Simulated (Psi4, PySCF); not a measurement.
Here is a job for Psi4.
```
memory 2 GB

molecule {
0 3
  Se   -0.00000000   -0.00000000   -1.08303360
  Se    0.00000000    0.00000000    1.08303360
}

set basis aug-cc-pvdz
set reference uks
set scf_type pk
set puream true
set d_convergence 1e-8
set dft_radial_points 99
set dft_spherical_points 590

energy('pbe0')
print_variables()
```

Question: Write the same job for PySCF.

Answer: Several could match; the one computed here: 
```python
from pyscf import gto, scf, dft

mol = gto.M(
    atom='''
Se   -0.00000000   -0.00000000   -1.08303360
Se    0.00000000    0.00000000    1.08303360
''',
    basis='aug-cc-pvdz',
    spin=2,
    verbose=4,
)

mf = dft.UKS(mol)
mf.xc = 'pbe0'
mf.grids.atom_grid = (99, 590)
mf.grids.prune = None
mf.kernel()
```

Both were run: Psi4 gave -4802.492939 Eh and PySCF -4802.492939 Eh, 0.000 mEh apart.
